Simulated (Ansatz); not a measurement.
Relaxation of H9NSi3 (13 atoms, charge 0, multiplicity 1), to a largest force component of 0.02 eV/Å in at most 40 steps.

All numbers below come from Ansatz, RKS PBE/6-31G.

```xyz
13
Properties=species:S:1:pos:R:3
Si 0.000 0.000 0.000
N 0.000 0.000 1.820
H -0.877 -0.271 2.350
H 0.877 0.271 2.350
Si 2.094 0.000 -0.739
H 2.551 -1.376 -0.908
H 2.157 0.694 -2.022
H 2.951 0.682 0.226
H -0.688 1.191 -0.486
Si -1.046 -1.812 -0.739
H -1.703 -2.485 0.377
H -2.045 -1.427 -1.731
H -0.078 -2.717 -1.351
```

Problem. Where does it end, and by what steps?

Solution. The forces met the threshold. The force dipped under the threshold on the way, but the program's further checks kept it going. Limits of this set-up: no polarisation functions. After 14 steps the energy has fallen by 0.733 eV; H11 moved furthest, 0.97 Å.

| step | energy less start (eV) | largest force component (eV/Å) | accepted |
| --- | --- | --- | --- |
| 0 | 0.0000 | 2.406 | yes |
| 1 | -0.6275 | 0.905 | yes |
| 2 | -0.6840 | 0.308 | yes |
| 3 | -0.7054 | 0.298 | yes |
| 4 | -0.7175 | 0.024 | yes |
| 5 | -0.7195 | 0.171 | yes |
| 6 | -0.7244 | 0.084 | yes |
| 7 | -0.7283 | 0.010 | yes |
| 8 | -0.7282 | 0.162 | no |
| 9 | -0.7301 | 0.057 | yes |
| 10 | -0.7307 | 0.076 | yes |
| 11 | -0.7318 | 0.047 | yes |
| 12 | -0.7325 | 0.004 | yes |
| 13 | -0.7327 | 0.020 | yes |
| 14 | -0.7328 | 0.018 | yes |

```xyz
13
Properties=species:S:1:pos:R:3
Si -0.004 0.004 0.133
N 0.162 -0.242 1.894
H -0.561 -0.685 2.453
H 0.918 0.171 2.432
Si 2.174 0.162 -0.804
H 2.907 -1.161 -0.721
H 2.100 0.576 -2.261
H 3.000 1.200 -0.065
H -0.756 1.278 -0.263
Si -1.224 -1.828 -0.762
H -2.503 -2.053 0.025
H -1.605 -1.564 -2.206
H -0.414 -3.108 -0.710
```

The run took 48 s on 1 thread of Arm Neoverse V2 (shared host), peak memory 0.13 GiB.
